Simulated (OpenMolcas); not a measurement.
**OpenMolcas run: Ge III**

Input:

```
&GATEWAY
Coord
1

Ge 0.0 0.0 0.0
Basis=ANO-RCC-VDZP
Group=XYZ
NoMove
AngMom=0.0 0.0 0.0
AMFI
&SEWARD
* reference wave functions (RASSCF and RASSI steps not shown): 2 electrons in 4 orbitals (4s 4p)
>>> COPY JOB001 $Project.JobIph
&CASPT2
Multistate=3 1 2 3
Frozen=3 6
IPEA=0.25
Shift=0.2
MaxIter=60
WThr=0.0 0.3 0.05
PrWF=0.5
NoMix
>>> COPY JOB002 $Project.JobIph
&CASPT2
Multistate=7 1 2 3 4 5 6 7
Frozen=3 6
IPEA=0.25
Shift=0.2
MaxIter=60
WThr=0.0 0.3 0.05
PrWF=0.5
NoMix
>>> COPY JOB003 $Project.JobIph
&CASPT2
Multistate=3 1 2 3
Frozen=3 6
IPEA=0.25
Shift=0.2
MaxIter=60
WThr=0.0 0.3 0.05
PrWF=0.5
NoMix
...
```

Output, cut to the results:

```
--- CASPT2 ---
Orbital specifications:
      -----------------------

      Symmetry species                           1   2
                                                ag  au
      Frozen orbitals                            3   6
      Inactive orbitals                          5   0
      Active orbitals                            1   3
      Secondary orbitals                         6   3
      Deleted orbitals                           0   0
      Number of basis functions                 15  12
Type of calculation                        MS-CASPT2
      Fock operator                              state-specific
      IPEA shift                                 0.25
      Real shift                                 0.20
      Imaginary shift                            0.00
      The input orbitals will be transformed to quasi-canonical
Reference energy:       -2095.5232757656
      E2 (Non-variational):      -0.1549253175
      Shift correction:          -0.0041795285
      E2 (Variational):          -0.1591048460
      Total energy:           -2095.6823806116
      Residual norm:              0.0000000557
      Reference weight:           0.97953
      Contributions to the CASPT2 correlation energy
      Active & Virtual Only:         -0.0015984093
      One Inactive Excited:          -0.0065652320
      Two Inactive Excited:          -0.1467616762
Reference energy:       -2095.5232757656
      E2 (Non-variational):      -0.1549253175
      Shift correction:          -0.0041795285
      E2 (Variational):          -0.1591048460
      Total energy:           -2095.6823806116
      Residual norm:              0.0000000557
      Reference weight:           0.97953
      Contributions to the CASPT2 correlation energy
      Active & Virtual Only:         -0.0015984093
      One Inactive Excited:          -0.0065652320
      Two Inactive Excited:          -0.1467616762
::    CASPT2 Root  1     Total energy:  -2095.68238061
::    CASPT2 Root  2     Total energy:  -2095.68238061
::    CASPT2 Root  3     Total energy:  -2095.68238061
::    MS-CASPT2 Root  1     Total energy:  -2095.68238061
::    MS-CASPT2 Root  2     Total energy:  -2095.68238061
::    MS-CASPT2 Root  3     Total energy:  -2095.68238061
--- CASPT2 ---
Orbital specifications:
      -----------------------

      Symmetry species                           1   2
                                                ag  au
      Frozen orbitals                            3   6
      Inactive orbitals                          5   0
      Active orbitals                            1   3
      Secondary orbitals                         6   3
      Deleted orbitals                           0   0
      Number of basis functions                 15  12
Type of calculation                        MS-CASPT2
      Fock operator                              state-specific
      IPEA shift                                 0.25
      Real shift                                 0.20
      Imaginary shift                            0.00
      The input orbitals will be transformed to quasi-canonical
Reference energy:       -2096.1937836262
      E2 (Non-variational):      -0.1594526406
      Shift correction:          -0.0045291462
      E2 (Variational):          -0.1639817868
      Total energy:           -2096.3577654130
      Residual norm:              0.0000002746
      Reference weight:           0.97786
      Contributions to the CASPT2 correlation energy
      Active & Virtual Only:         -0.0043448182
      One Inactive Excited:          -0.0071576837
      Two Inactive Excited:          -0.1479501386
Reference energy:       -2095.4762409148
      E2 (Non-variational):      -0.1618146606
      Shift correction:          -0.0048422532
      E2 (Variational):          -0.1666569138
      Total energy:           -2095.6428978285
      Residual norm:              0.0000000284
      Reference weight:           0.97636
      Contributions to the CASPT2 correlation energy
      Active & Virtual Only:         -0.0087234834
      One Inactive Excited:          -0.0063986330
      Two Inactive Excited:          -0.1466925442
::    CASPT2 Root  1     Total energy:  -2096.35776541
::    CASPT2 Root  2     Total energy:  -2095.64289783
::    CASPT2 Root  3     Total energy:  -2095.64289739
::    CASPT2 Root  4     Total energy:  -2095.64289691
::    CASPT2 Root  5     Total energy:  -2095.64289756
::    CASPT2 Root  6     Total energy:  -2095.64289693
::    CASPT2 Root  7     Total energy:  -2095.54391830
::    MS-CASPT2 Root  1     Total energy:  -2096.35781763
::    MS-CASPT2 Root  2     Total energy:  -2095.64289875
::    MS-CASPT2 Root  3     Total energy:  -2095.64289842
::    MS-CASPT2 Root  4     Total energy:  -2095.64289807
::    MS-CASPT2 Root  5     Total energy:  -2095.64289599
::    MS-CASPT2 Root  6     Total energy:  -2095.64289547
::    MS-CASPT2 Root  7     Total energy:  -2095.54386600
--- CASPT2 ---
Orbital specifications:
      -----------------------

      Symmetry species                           1   2
                                                ag  au
      Frozen orbitals                            3   6
      Inactive orbitals                          5   0
      Active orbitals                            1   3
      Secondary orbitals                         6   3
      Deleted orbitals                           0   0
      Number of basis functions                 15  12
Type of calculation                        MS-CASPT2
      Fock operator                              state-specific
      IPEA shift                                 0.25
      Real shift                                 0.20
      Imaginary shift                            0.00
      The input orbitals will be transformed to quasi-canonical
Reference energy:       -2095.9194959762
      E2 (Non-variational):      -0.1557758322
      Shift correction:          -0.0041869388
      E2 (Variational):          -0.1599627710
...
```

Levels above the lowest, from the spin-orbit matrix with the multistate effective Hamiltonian, averaged by term, added to it:

```json
{"Configuration": "4s2", "Term": "1S", "J": "0", "E (cm-1)": "0.0", "Measured (cm-1)": "0.0", "g": "", "Term weight %": "100"}
{"Configuration": "4s 4p", "Term": "3P*", "J": "0", "E (cm-1)": "59506", "Measured (cm-1)": "61734", "g": "", "Term weight %": "100"}
{"Configuration": "4s 4p", "Term": "3P*", "J": "1", "E (cm-1)": "60276", "Measured (cm-1)": "62500", "g": "1.501", "Term weight %": "100"}
{"Configuration": "4s 4p", "Term": "3P*", "J": "2", "E (cm-1)": "61888", "Measured (cm-1)": "64144", "g": "1.501", "Term weight %": "100"}
{"Configuration": "4s 4p", "Term": "1P*", "J": "1", "E (cm-1)": "97458", "Measured (cm-1)": "91873", "g": "1.000", "Term weight %": "100"}
{"Configuration": "4p2", "Term": "3P", "J": "0", "E (cm-1)": "146583", "Measured (cm-1)": "147685", "g": "", "Term weight %": "100"}
{"Configuration": "4p2", "Term": "3P", "J": "1", "E (cm-1)": "147480", "Measured (cm-1)": "148640", "g": "1.501", "Term weight %": "100"}
{"Configuration": "4p2", "Term": "3P", "J": "2", "E (cm-1)": "148866", "Measured (cm-1)": "150372", "g": "1.493", "Term weight %": "98"}
{"Configuration": "4p2", "Term": "1D", "J": "2", "E (cm-1)": "157047", "Measured (cm-1)": "144975", "g": "1.009", "Term weight %": "98"}
{"Configuration": "4p2", "Term": "1S", "J": "0", "E (cm-1)": "178778", "Measured (cm-1)": "174114", "g": "", "Term weight %": "100"}
```

Against the 9 measured excited levels shown (Sugar and Musgrove, J. Phys. Chem. Ref. Data 22, 1213 (1993)) the mean absolute deviation is 3600 cm-1; the largest miss in energy is 4p2 1D2: computed 157047, measured 144975 cm-1 (+8.3 %). Levels of one J stand in another order than measured, so their pairing by name is doubtful.

The ¹D term of p² mixes with s d, which this space lacks. Measured partners are found by configuration, term and J. A level has none where our copy of the source lacks it or the pairing is in doubt (some pairs that miss far off the trend of their configuration count as doubtful), and it then counts in no deviation. Levels of configurations outside the active space are missing.

The term weight is that of the spin-free term in the level, not the purity of its configuration. * marks odd parity.
